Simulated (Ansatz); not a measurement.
The cluster TeAu₂. Charge 0, multiplicity 3. Geometry PBE0-D4/def2-TZVP; atoms count from 1.

```xyz
3

Au   -1.007    1.230   -1.657
Au    0.287   -1.162    1.960
Te    0.720   -0.068   -0.302
```

In the def2 sets Au, Te take a core potential; there is no spin–orbit coupling. At PBE0-D4/def2-TZVP a singlet of charge 0 lies 1.18 eV below the triplet, each at its own geometry. The structure comes from a short search, and lower isomers may exist.

(1) Estimate the Mulliken populations from the PBE0/def2-TZVP orbitals of Ansatz.

(2) Where does the spin sit?

(3) And the Mayer bond orders between heavy atoms (over 0.3)?

Results:

(1) 
| atom | charge (e) | spin (α − β) | d electrons |
| --- | --- | --- | --- |
| Au1 | 0.07 | 0.44 | 9.73 |
| Au2 | 0.07 | 0.44 | 9.73 |
| Te3 | -0.13 | 1.12 | – |
Mulliken values depend strongly on the basis.

(2) Summed by element: Au 0.88, Te 1.12, of 2 unpaired in all. Largest on single atoms: Te3 1.12, Au1 0.44, Au2 0.44.

(3) Au1–Te3 0.98 (2.55 Å); Au2–Te3 0.98 (2.55 Å).
